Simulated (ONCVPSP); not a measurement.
**What one change does to a pseudopotential (tungsten (W), ONCV)**

ONCVPSP 4.0.1 input, shortened (lines: element, Z, core and valence counts, functional; n l f; lmax; l rc ep ncon nbas qcut; lloc lpopt rc5 dvloc0; l nproj debl; icmod fcfact rcfact), LDA (Perdew-Wang 92), fully relativistic:

```
  W 74.00   10    4  -001012      upf
    1    0    2.00
    2    0    2.00
    2    1    6.00
    3    0    2.00
    3    1    6.00
    3    2   10.00
    4    0    2.00
    4    1    6.00
    4    2   10.00
    4    3   14.00
    5    0    2.00
    5    1    6.00
    5    2    5.00
    6    0    1.00
    2
    0    1.90    0.00    3    8    6.30
    1    1.40    0.00    4    9    4.90
    2    2.85    0.00    4    9    6.50
    4    5    1.15    0.00
    0    2    1.80
    1    2    2.30
    2    2    1.00
    3    2.25    1.55
```

Open shells are filled in proportion to 2j + 1.

All-electron outer shells of the reference configuration (LDA (PZ), scalar-relativistic, ld1.x):

| shell | level (eV) | outermost node (bohr) | outermost maximum (bohr) |
| --- | --- | --- | --- |
| 5s | -77.38 | 0.53 | 0.96 |
| 5p | -41.59 | 0.57 | 1.09 |
| 4f | -31.52 | – | 0.43 |
| 6s | -5.37 | 1.28 | 2.71 |
| 5d | -3.52 | 0.63 | 1.52 |

Change: s: qcut 9.3; p: qcut 7.3; d: qcut 9.6.

Cutoffs: the cutoffs (Ha) at which the residual kinetic energy of the hardest occupied pseudo-wave falls to 1 and 0.1 mHa per electron; they do not see the model core or the augmentation charge, which bear on the density cutoff. Errors are all-electron minus pseudo energies relative to the spin-unpolarised reference configuration.

Q: What does the change do?

A: The potential gets softer (104 Ha and 139 Ha → 27 Ha and 83 Ha); a bound ghost appears in d, which as a rule spoils a file; the number of tests with a reliable result goes from 4 to 0; the range in which the s phases agree widens (upper end 2.0 → 3.7); the range in which the d5/2 phases agree narrows (upper end 4.1 → -0.0).

```tsv
quantity	base	changed
cutoff, loose	104 Ha	27 Ha
cutoff, tight	139 Ha	83 Ha
loose cutoff by channel	s 12 Ha, p 104 Ha, d 12 Ha	s 24 Ha, p 24 Ha, d 27 Ha
bound ghosts	none	d5/2, d3/2
GHOST(+) flags under 300 eV	s at 63.5 eV	s at 105.0 eV
tests with a reliable result	4 of 4	0 of 4
s: phases at 1.93 bohr within 0.05 rad from the reference energy up to (Ha; the scan ends near 5)	2.0	3.7
p3/2: phases at 1.42 bohr within 0.05 rad from the reference energy up to (Ha; the scan ends near 5)	to the end of the scan	to the end of the scan
p1/2: phases at 1.42 bohr within 0.05 rad from the reference energy up to (Ha; the scan ends near 5)	to the end of the scan	to the end of the scan
d5/2: phases at 2.90 bohr within 0.05 rad from the reference energy up to (Ha; the scan ends near 5)	4.1	-0.0
d3/2: phases at 2.90 bohr within 0.05 rad from the reference energy up to (Ha; the scan ends near 5)	3.9	-0.1
rms error of d²Exc/dni dnj with the model core, mHa	4.73	4.69
```

 A true bound ghost makes a file unfit for plane-wave use even where its test errors are small: the radial tests pick states by their node count and pass the ghost by.
